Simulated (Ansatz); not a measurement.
A run for Ansatz (a program for electronic structure): R-PBE/def2-TZVPP on H4N2Si (SMILES N[Si]N), a point of a torsion scan.

Ansatz 0.2 input:
```yaml
crystal:
  periodic: [false, false, false]
  atoms:
    - {symbol: N, position_ang: [1.20498047, 0.21140530, -0.26513289]}
    - {symbol: Si, position_ang: [0.22983179, -0.20778949, 1.14080871]}
    - {symbol: N, position_ang: [-1.27949658, 0.31230761, 0.52372727]}
    - {symbol: H, position_ang: [1.31493904, -0.49577544, -0.97844080]}
    - {symbol: H, position_ang: [2.12103114, 0.58569646, -0.06189641]}
    - {symbol: H, position_ang: [-1.39771756, 0.70325923, -0.40192969]}
    - {symbol: H, position_ang: [-2.15245860, 0.19140952, 1.00749049]}
basis:
  gaussian:
    orbitals: def2-TZVPP
hamiltonian:
  xc: {name: PBE}
scf: {lower_state_search: off}
```

The head of its log:

```
WARN ansatz: RAYON_NUM_THREADS=1 ignored (pool sized by the plan → 1); use --threads N
Functional definition: PBE
these checks for a lower state are left out or cut short: stability, starts, cluster_reference, orbital_swaps, neighbouring_geometries, increment
integrals: 0.06 GiB planned
834 factors; their error is unknown
mean field: 0.49 GiB planned
mean field evaluation 1: about -10898.6261 eV, gradient 1.0e2 eV
mean field evaluation 2: about -10808.4743 eV, gradient 1.9e2 eV
```

Q: Give the final energy of this run.

A: -401.2019 hartree.
